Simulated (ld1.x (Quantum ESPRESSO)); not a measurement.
# Before and after: ultrasoft potential for fluorine (F)

ld1.x (Quantum ESPRESSO) 7.5 input, shortened:

```
&input
   title='F', zed=9., rel=1, dft='BP', iswitch=3,
   config='[He] 2s1 2p6 3d-2'
 /
 &inputp
   pseudotype=3, tm=.true., lloc=-2, rcloc=0.70,
   nlcc=.false.,
   which_augfun='PSQ', rmatch_augfun=0.55
 /
6
2S  1  0   1.00   0.00  0.65  0.85  0.0
2S  1  0   0.00   0.05  0.65  0.85  0.0
2P  2  1   6.00   0.00  0.85  1.20  0.0
2P  2  1   0.00  -0.55  0.85  1.20  0.0
3D  3  2  -2.00  -0.10  0.80  0.95  0.0
3D  3  2  -2.00   1.25  0.80  0.95  0.0
 &test
   configts(1)='2s1 2p6'
 /
```

All-electron outer shells of the reference configuration (BP86, scalar-relativistic, ld1.x):

```json
{"shell": "1s", "level (eV)": "-664.61", "outermost node (bohr)": "–", "outermost maximum (bohr)": "0.11"}
{"shell": "2s", "level (eV)": "-30.48", "outermost node (bohr)": "0.24", "outermost maximum (bohr)": "0.76"}
{"shell": "2p", "level (eV)": "-11.64", "outermost node (bohr)": "–", "outermost maximum (bohr)": "0.71"}
```

Change: wave 2p channel at -0.55 Ry: rcut 0.85, rcutus 1.20 bohr becomes 2p channel at 5.74 Ry: rcut 0.85, rcutus 1.20 bohr.

Cutoffs: the cutoffs (Ry, on a coarse ladder) from which the occupation-weighted sum of valence levels, in a spherical-Bessel basis at the reference potential, stays within 10 and 1 mRy of its value at 400 Ry; they do not see the model core or the augmentation charge, which bear on the density cutoff. Errors are all-electron minus pseudo energies relative to the spin-unpolarised reference configuration.

Problem. How do hardness, ghosts and transferability respond?

Solution. The potential gets neither clearly harder nor softer (50 Ry and 90 Ry → 50 Ry and 90 Ry); of the 7 tests that both files solve, the error grows in 5 and shrinks in 1 by more than 15 % and 0.3 meV (median size 25.4 → 88.7 meV); neither file shows a bound ghost.

```tsv
quantity	base	changed
cutoff, loose	50 Ry	50 Ry
cutoff, tight	90 Ry	90 Ry
loose cutoff by channel (10 mRy a level)	s 21 Ry, p 45 Ry	s 21 Ry, p 40 Ry
bound ghosts	none	none
error for 2s2 2p5, meV [ΔE -18.81 eV]	+20	+23
error for 2s2 2p4, meV [ΔE 0.67 eV]	+25	+89
error for 2s2 2p3, meV [ΔE 39.14 eV]	+37	+213
error for 2s2 2p5.3, meV [ΔE -21.51 eV]	+19	+14
error for 2s2 2p4.5, meV [ΔE -11.22 eV]	+22	+48
error for 2s2 2p1, meV [ΔE 185.74 eV]	+203	+497
error for 2s2 2p2, meV [ΔE 99.86 eV]	+73	+362
s: phases at 1.30 bohr within 0.05 rad from the reference energy up to (Ry; the scan ends near 5)	to the end of the scan	to the end of the scan
p: phases at 1.30 bohr within 0.05 rad from the reference energy up to (Ry; the scan ends near 5)	to the end of the scan	to the end of the scan
d: phases at 1.30 bohr within 0.05 rad from the reference energy up to (Ry; the scan ends near 5)	to the end of the scan	to the end of the scan
lowest overlap eigenvalue by channel	s 0.56, p 0.92, d 0.97	s 0.56, p 0.37, d 0.97
```
